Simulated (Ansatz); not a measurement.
A run of Ansatz (development build ahead of 0.2.0) on doublet YO at this shape:

```xyz
2

Y     0.0008    0.0004   -0.3052
O    -0.0005    0.0002    1.4856
```

Its results:

```yaml
Converged: yes
Reference_energy: -112.77879 hartree
Correlation_energy: -0.48099 hartree
Total_energy: -113.25979 hartree
Spin_squared_of_the_determinant: 0.754
```

Question: Which input gives this output? Name the method, the orbitals and the basis set, and write the input.

Answer: UHF-MP2 in def2-TZVP. The basis set brings a core potential for Y, so the total leaves out those core electrons.

```yaml
crystal:
  periodic: [false, false, false]
  atoms:
    - { symbol: "Y", position_ang: [0.00085, 0.00044, -0.3052] }
    - { symbol: O, position_ang: [-0.00046, 0.00021, 1.48561] }
basis:
  gaussian: { orbitals: def2-TZVP }
magnetization:
  spin_polarized: true
  initial_magnetization: 1
hamiltonian:
  xc: hf
correlation:
  method: mp2
  frozen_orbitals: { O: 1, "Y": 0 }
```
